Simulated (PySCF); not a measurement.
C4H6ClF, SMILES CC/C(F)=C/Cl.

Geometry optimised at PBE-D3(BJ)/def2-SVP. The structure was generated by enumeration; whether it is a known compound was not checked. One conformer was computed; it need not be the lowest.

All values below come from PBE-D3(BJ)/def2-SVP (PySCF).

Frequencies are harmonic and unscaled.

### Question
Estimate the vibrational spectrum. (The exact figures need the calculation; the answer reports its results.)

### Answer

```csv
mode,ν (cm⁻¹),IR (km/mol),moving atoms (share of kinetic energy)
1,76,0.2,"C 41 %, H 25 %, F 22 %, Cl 11 %"
2,149,0.1,"C 53 %, H 19 %, Cl 18 %, F 10 %"
3,180,0.3,"H 42 %, F 22 %, C 19 %, Cl 18 %"
4,232,0.9,"H 56 %, F 27 %, Cl 10 %"
5,309,1.2,"C 59 %, H 24 %, F 13 %"
6,357,1.3,"C 33 %, H 29 %, Cl 25 %, F 14 %"
7,516,5.6,"C 59 %, H 18 %, F 15 %, Cl 9 %"
8,631,1.6,"C 73 %, H 18 %"
9,743,21.1,"H 81 %, C 18 %"
10,766,6.9,"H 77 %, C 21 %"
11,823,17.9,"C 61 %, F 18 %, H 11 %, Cl 10 %"
12,865,54.8,"C 58 %, H 23 %, F 13 %"
13,976,21.0,"H 50 %, C 38 %, F 11 %"
14,1049,8.2,"H 65 %, C 35 %"
15,1051,8.5,"C 60 %, H 39 %"
16,1146,29.1,"H 69 %, C 27 %"
17,1223,8.1,"H 78 %, C 20 %"
18,1282,9.9,"H 64 %, C 33 %"
19,1320,36.2,"C 60 %, H 36 %"
20,1343,3.2,"H 76 %, C 23 %"
21,1391,6.4,"H 92 %, C 8 %"
22,1416,8.2,H 97 %
23,1433,8.6,H 93 %
24,1692,36.4,C 96 %
25,2963,15.1,H 94 %
26,2981,22.0,H 97 %
27,3037,6.4,"H 91 %, C 9 %"
28,3074,16.9,"H 90 %, C 10 %"
29,3080,12.2,"H 91 %, C 9 %"
30,3162,10.6,"H 91 %, C 9 %"
```
